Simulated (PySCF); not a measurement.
Ligands exchanged one at a time, Ga Br-SiH3. Isolated molecules, 0 K electronic values unless said otherwise. Strings in code marks are SMILES.

Quantity: redistribution energy (mixed species minus the weighted end members), in kcal/mol.

Level 1: M06-2X/6-31G* // B3LYP-D3(BJ)/def2-TZVP (PySCF)
Level 2: PBE/6-31G* // B3LYP-D3(BJ)/def2-TZVP (PySCF)
Level 3: HF/3-21G // B3LYP-D3(BJ)/def2-TZVP (PySCF)
Level 4: HF/6-31G* // B3LYP-D3(BJ)/def2-TZVP (PySCF)

```json
[
 {"species": "1 of 3 Br replaced by SiH3: `[Br][Ga]([Br])[SiH3]`", "level 2": "-6.20", "level 3": "-6.47", "level 4": "-6.28"},
 {"species": "2 of 3 Br replaced by SiH3: `[Br][Ga]([SiH3])[SiH3]`", "level 2": "-5.03", "level 3": "-5.39", "level 4": "-5.28"}
]
```

Problem. What does level 1 give for each?

Solution. 
- 1 of 3 Br replaced by SiH3: `[Br][Ga]([Br])[SiH3]`: -6.17
- 2 of 3 Br replaced by SiH3: `[Br][Ga]([SiH3])[SiH3]`: -5.16
